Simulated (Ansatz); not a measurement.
Compare A (`B[SiH2]C=O`) with its isomer B (`[SiH3]C1BO1`).

Gas-phase electronic energies from Ansatz, PBE0-D4/def2-TZVP geometries. CCSD(T)/CBS adds triple-zeta CCSD(T) − MP2 to the extrapolated MP2 energy (def2 sets, frozen cores). Functionals use def2-TZVPP. One conformer a species, not always the lowest.

Which is lower in electronic energy at CCSD(T)/CBS, and by how much? (Best estimate.)

The calculation gave: B, by 31.7 kcal/mol.

Give E(B) − E(A) in kcal/mol with PBE0-D4, MP2/def2-TZVPP, CCSD(T)/def2-TZVPP, r2SCAN-D4, HF/def2-TZVPP, CCSD/def2-TZVPP, PBE-D4. (Best estimate.)

Ansatz gave: PBE0-D4 -31.8, MP2/def2-TZVPP -35.0, CCSD(T)/def2-TZVPP -30.9, r2SCAN-D4 -32.2, HF/def2-TZVPP -24.1, CCSD/def2-TZVPP -30.2, PBE-D4 -30.3. None reverses the order clearly.

Does the order hold for the free energy at 298.15 K (harmonic terms from PBE0-D4)? (Best estimate.)

The calculation gave: Yes: G(B) − G(A) = -28.8 kcal/mol, for one conformer each. Modes under 60 cm⁻¹, often nearly free rotors, make the harmonic entropy too high.

Largest T1 diagnostic: 0.016.

From BLYP to BHLYP (50 % exact exchange), in def2-TZVPP and without D4, E(B) − E(A) moves by −2.4 kcal/mol. In def2-TZVPP, CCSD(T) changes the Hartree–Fock value by −6.8 kcal/mol (the triples alone add −0.7 kcal/mol) and MP2 by −10.9 kcal/mol.
